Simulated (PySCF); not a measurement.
SiOF2, SMILES F[Si](F)=O.

Geometry optimised at B3LYP-D3(BJ)/def2-TZVP.

Two levels are set side by side: PBE/def2-TZVPD (PySCF) and B3LYP/def2-TZVPD (PySCF). Same geometry, gas phase. Differences are taken from unrounded values.

| quantity | B3LYP |
|---|---|
| orbital gap (eV) | 6.49 |
| highest occupied level (eV) | -9.17 |
| lowest empty level (eV) | -2.68 |
| dipole moment (D) | 2.36 |
| mean polarisability (bohr³) | 26.9 |

Problem. What does PBE give, and how far is it from B3LYP? (The exact figures need the calculation; the answer reports its results.)

Solution. 
| quantity | PBE | PBE minus B3LYP |
|---|---|---|
| orbital gap (eV) | 4.55 | -1.95 |
| highest occupied level (eV) | -7.81 | 1.36 |
| lowest empty level (eV) | -3.26 | -0.58 |
| dipole moment (D) | 2.22 | -0.13 |
| mean polarisability (bohr³) | 28.5 | 1.6 |

Without exact exchange PBE keeps part of each electron's self-repulsion, which lifts occupied levels and narrows the gap. PBE's more diffuse valence density responds more strongly to a field. Differences between two approximate levels are no errors against the true value.

Rough cost on one machine, each run with all the roots and properties that it gave: B3LYP against PBE within a factor of 2.
